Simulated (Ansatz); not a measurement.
`CB(F)[SeH]` → `[CH2]` (triplet) + `FB[SeH]` at 600 K and 1 bar (formal loss of a carbene).

Computed with Ansatz on PBE0-D4/def2-TZVP structures; ΔE is electronic, products minus reactants. CCSD(T)/CBS adds triple-zeta CCSD(T) − MP2 to the extrapolated MP2 energy (def2 sets, frozen cores). This one scheme is used for every species. Triplets are unrestricted, without spin–orbit coupling. For Se outer-core shells are correlated without core-valence functions, which leaves a few kJ/mol of doubt a bond. Scalar relativity is left out up to krypton. One conformer a species, not always the lowest.

```tsv
species	CCSD(T)/CBS energy (Eh)	H − E (kJ/mol)	S (J/(mol·K))
`CB(F)[SeH]`	-2565.84504	184.8	396.8
`[CH2]` (triplet)	-39.09499	66.5	220.8
`FB[SeH]`	-2526.56401	96.0	329.4
```

H − E and S are ideal-gas, rigid-rotor, harmonic terms from PBE0-D4/def2-TZVP, for one conformer and one mirror image of each species, with the whole ground term of open shells counted as degenerate. 1 Eh = 2625.50 kJ/mol, R = 8.31446 J/(mol·K).

Q: By hand: ΔE, ΔH, ΔS and ΔG.

A: ΔE = (-39.09499) + (-2526.56401) − (-2565.84504) = 0.18604 Eh = 488.4 kJ/mol. Δ(H − E) = 66.5 + 96.0 − 184.8 = -22.3, so ΔH = 466.1 kJ/mol. ΔS = 220.8 + 329.4 − 396.8 = 153.4 J/(mol·K). ΔG = 466.1 − 600 × (153.4)/1000 = 374.1 kJ/mol.

Q: By hand: the equilibrium constant, and the temperature at which ΔG would vanish if ΔH and ΔS stayed fixed.

A: log₁₀ K = −ΔG/(RT ln 10) = -32.6. ΔG = 0 at ΔH/ΔS = 3038 K, far beyond where these terms or the molecules hold.

The number of gas molecules changes by +1, which sets the sign of ΔS. A doubt of 5 kJ/mol in ΔE shifts log₁₀ K by 0.4 here. Other conformers and mirror images would add mixing entropy, several J/(mol·K) or more a flexible species. Modes under 60 cm⁻¹, often nearly free rotors, make the harmonic entropy too high. A triplet takes part, so the spin changes. These are equilibria of isolated gas molecules and say nothing of rates. Largest T1 diagnostic: 0.012 (customary marks: 0.02 for closed shells, 0.045 for open ones).
